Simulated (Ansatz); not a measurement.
C$_{3}$H$_{11}$BO (`C[B-](C)(C)[OH2+]`). Total charge 0; spin multiplicity 1. The geometry is a stationary point of PBE0-D4/def2-TZVP. It is one conformer, not always the lowest.

```xyz
16

C     1.213    0.226   -0.955
B    -0.004   -0.106    0.032
C     0.381   -0.435    1.544
C    -1.223   -0.921   -0.599
O    -0.781    1.537    0.237
H     1.766   -0.698   -1.157
H     1.946    0.928   -0.537
H     0.901    0.609   -1.935
H    -0.486   -0.483    2.209
H     1.104    0.265    1.981
H     0.861   -1.420    1.582
H    -1.553   -0.543   -1.575
H    -2.096   -0.967    0.059
H    -0.905   -1.955   -0.772
H    -1.038    1.828   -0.645
H    -0.085    2.135    0.532
```

**Question.** What is the dipole moment at ωB97M-V/def2-TZVPP? (Best estimate.)

**Answer.** Computed: 3.27 D, with components (-0.28, 3.21, -0.61) D in this frame, pointing from negative to positive charge.

**Question.** And with PBE, r2SCAN, B3LYP? (Estimate.)

**Answer.** Ansatz gave: PBE 3.22 D, r2SCAN 3.26 D, B3LYP 3.26 D.

**Question.** Give the Mulliken charges with ωB97M-V, B3LYP, r2SCAN in def2-TZVPP. (An estimate is asked.)

**Answer.** Computed: 
| atom | ωB97M-V | B3LYP | r2SCAN |
| --- | --- | --- | --- |
| C1 | -0.40 | -0.35 | -0.29 |
| B2 | 0.08 | 0.19 | 0.27 |
| C3 | -0.40 | -0.36 | -0.30 |
| C4 | -0.41 | -0.36 | -0.30 |
| O5 | -0.11 | -0.15 | -0.15 |
| H6 | 0.11 | 0.09 | 0.05 |
| H7 | 0.09 | 0.06 | 0.03 |
| H8 | 0.09 | 0.06 | 0.03 |
| H9 | 0.11 | 0.08 | 0.05 |
| H10 | 0.08 | 0.05 | 0.02 |
| H11 | 0.10 | 0.08 | 0.05 |
| H12 | 0.08 | 0.05 | 0.02 |
| H13 | 0.11 | 0.08 | 0.05 |
| H14 | 0.10 | 0.08 | 0.05 |
| H15 | 0.19 | 0.20 | 0.21 |
| H16 | 0.19 | 0.20 | 0.21 |

B3LYP here is the variant with VWN-RPA as its local correlation; programs differ in this.
